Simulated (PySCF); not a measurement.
Isomers of C3H9FSi2, one GFN2-xTB conformer each. Single-point energies are computed at PBE0/pcSseg-1 (PySCF, gas phase, no added dispersion term), electronic only.

```csv
SMILES,GFN2-xTB relative energy (kcal/mol)
F/C([SiH3])=C\C[SiH3],37.0
C=C(F)[Si@H](C)[SiH3],52.5
F[SiH2][SiH2]C1CC1,0.0
```

Conformers: `[F:1]/[C:2]([SiH3:3])=[CH:4]\[CH2:5][SiH3:6]` with C2–C4–C5–Si6 94°; `[CH2:1]=[C:2]([F:3])[Si@H:4]([CH3:5])[SiH3:6]` with C1–C2–Si4–C5 -4°; `[F:1][SiH2:2][SiH2:3][CH:4]1[CH2:5][CH2:6]1` with F1–Si2–Si3–C4 -74°, Si2–Si3–C4–C5 34°.

Problem. What does PBE0/pcSseg-1 give for the same structures?

Solution. 
```csv
SMILES,PBE0/pcSseg-1 E (Eh),PBE0/pcSseg-1 (kcal/mol),GFN2-xTB (kcal/mol),point group
F[SiH2][SiH2]C1CC1,-798.04837,0.0,0.0,C1
C=C(F)[Si@H](C)[SiH3],-798.00363,28.1,52.5,C1
F/C([SiH3])=C\C[SiH3],-797.99070,36.2,37.0,C1
```

Both levels put the same isomer lowest; measured from each level's own lowest isomer, the values differ by up to 24.4 kcal/mol (C=C(F)[Si@H](C)[SiH3]: 52.5 against 28.1). As drawn, the lowest has a three-membered ring, an Si–F bond and an Si–Si bond, which the highest lacks; the highest has a C=C bond outside aromatic rings, which the lowest lacks.

Problem. Which frontier levels, dipoles and rotational constants go with these structures?

Solution. 
```csv
SMILES,"HOMO (eV, PBE0/pcSseg-1)",LUMO (eV),dipole (D),"A, B, C (MHz)"
F[SiH2][SiH2]C1CC1,-8.39,-0.65,1.84,"3385, 1407, 1190"
C=C(F)[Si@H](C)[SiH3],-7.57,-0.39,2.03,"2612, 1598, 1106"
F/C([SiH3])=C\C[SiH3],-7.08,-0.17,1.42,"4858, 946.4, 901.6"
```
